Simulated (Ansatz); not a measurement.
Computed with Ansatz on PBE0-D4/def2-TZVP structures; ΔE is electronic, products minus reactants. CCSD(T)/CBS adds triple-zeta CCSD(T) − MP2 to the extrapolated MP2 energy (def2 sets, frozen cores). DFT in def2-TZVPP. One conformer a species, not always the lowest.

`C=C(S)[SiH2][SiH3]` + `N[SiH](F)Cl` → `N[SiH](F)[SiH2][SiH3]` + `C=C(S)Cl`  (formal exchange of groups at the Si–C bond)

`C=C(S)[SiH2][SiH3]`:

```xyz
13

C     1.788    1.018    0.786
C     0.965   -0.022    0.639
S     0.475   -1.102    1.929
Si    0.183   -0.398   -1.026
Si   -2.147   -0.209   -0.890
H     2.042    1.645   -0.062
H     2.233    1.282    1.741
H     1.148   -0.511    2.934
H     0.741    0.574   -2.004
H     0.540   -1.779   -1.453
H    -2.519    1.134   -0.369
H    -2.748   -0.383   -2.240
H    -2.701   -1.250    0.015
```

`N[SiH](F)Cl`:

Z-matrix (Å, degrees):
```
Si
F 1 1.593
Cl 1 2.039 2 105.8
N 1 1.685 2 114.5 3 -118.7
H 1 1.471 2 106.2 3 118.7
H 4 1.006 1 122.2 2 81.4
H 4 1.006 1 121.7 2 -76.3
```

`N[SiH](F)[SiH2][SiH3]`:

Z-matrix (Å, degrees):
```
Si
F 1 1.610
Si 1 2.339 2 108.4
N 1 1.701 2 114.1 3 -120.6
H 1 1.484 2 105.4 3 122.4
Si 3 2.338 1 109.1 2 172.9
H 3 1.492 1 109.3 2 -67.8
H 3 1.489 1 110.6 2 51.3
H 4 1.007 1 121.7 2 -78.1
H 4 1.006 1 122.1 2 76.1
H 6 1.488 3 110.0 1 -55.0
H 6 1.487 3 109.6 1 64.3
H 6 1.488 3 111.3 1 -175.4
```

`C=C(S)Cl`:

Z-matrix (Å, degrees):
```
C
C 1 1.326
H 1 1.082 2 120.0
H 1 1.082 2 121.1 3 -179.5
S 2 1.752 1 122.4 3 7.3
Cl 2 1.730 1 121.0 3 -177.2
H 5 1.343 2 96.4 1 -144.9
```

```json
{"level": "r2SCAN-D4", "ΔE (kJ/mol)": "168.2"}
{"level": "ωB97M-V", "ΔE (kJ/mol)": "176.0"}
{"level": "PBE0", "ΔE (kJ/mol)": "159.0"}
{"level": "SCS-MP2/def2-QZVPP", "ΔE (kJ/mol)": "181.4"}
```

Task: What does CCSD(T)/CBS give? (An estimate is asked.)

Result: Ansatz gave: +174.6 kJ/mol. The listed levels differ from it by -6.4, 1.4, -15.6, 6.8 kJ/mol.

Largest T1 diagnostic among the species: 0.013.

From PBE to PBE0 (25 % exact exchange), in def2-TZVPP and without D4, ΔE moves by +11.2 kJ/mol. The D4 term adds +3.5 kJ/mol with B3LYP and +1.8 kJ/mol with PBE0; it sums over pairs of atoms, weighted by their polarisabilities, and B3LYP, whose exchange is more repulsive, gets the larger term. In def2-TZVPP, CCSD(T) changes the Hartree–Fock value by −15.9 kJ/mol (the triples alone add −2.6 kJ/mol) and MP2 by −6.0 kJ/mol.

B3LYP here is the variant with VWN-RPA as its local correlation; programs differ in this.
